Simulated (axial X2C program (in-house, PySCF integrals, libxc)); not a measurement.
# HWH⁺: properties at the nuclei

Computed with an axial X2C code built on PySCF integrals: two-component X2C with atomic mean-field Coulomb and Gaunt terms, Gaussian nuclei, basis H dyall-v3z, W dyall-v3z with contracted cores.

H–W–H held linear, with bonds 1.799 and 1.799 Å (near the PBE0 minimum at charge 1 of the determinant lowest at the starting distance; the state shown can have its own minimum elsewhere, held linear; other orders of the atoms were not compared).

Determinant lowest in the PBE0 search, Ω = 1/2 (⟨Sz⟩ = 2.45, ⟨Lz⟩ = -1.95 at PBE0), spin on the atoms H 0.22, W 2.02, H 0.22:

```
level  A∥/gI H (MHz)  qzz H (a.u.)  A∥/gI W (MHz)  qzz W (a.u.)
 PBE0            137          0.07           8390         -9.76
   HF            158          0.08           5260         -9.05
  PBE            133          0.07           9130         -9.88
```

Determinant 0.19 eV from it at PBE0 and this distance, Ω = 3/2 (⟨Sz⟩ = 2.46, ⟨Lz⟩ = -0.96 at PBE0), spin on the atoms H 0.23, W 2.00, H 0.23:

```
level  A∥/gI H (MHz)  qzz H (a.u.)  A∥/gI W (MHz)  qzz W (a.u.)
 PBE0           47.5          0.08           2560         -2.65
   HF           54.9          0.08           1610         -2.80
  PBE           46.2          0.08           2800         -2.48
```

A∥ (defined per Ω) follows by multiplying with gI = μI/(I μN); qzz is the electric field gradient, eQq0 = 234.96 MHz × Q/barn × qzz. The operators were transformed with the bare-nucleus X2C matrices; with these basis sets, hyperfine constants and field gradients can be off by tens of per cent, and where levels differ in sign neither size nor sign is settled.

(1) With gI(1H) = 5.5857, gI(183W) = 0.2356 (g factors from the IAEA table of nuclear moments by Stone), turn the PBE0 values of the first state into constants in MHz.

The molecule was held linear; bending was not examined, so a bent shape may lie lower.

Each state is one determinant with collinear spin, which with several unpaired electrons need not be a pure state. Unrestricted Hartree–Fock can overshoot spin polarisation at the nuclei. With several open shells hyperfine constants can be off by a factor of several. States lie within half an eV, so the first need not be the ground state. PBE0 term energies can be off by some tenths of an eV.

## Answers

(1) A∥(1H) = 137 × 5.5857 = 765 MHz; A∥(183W) = 8390 × 0.2356 = 1980 MHz.
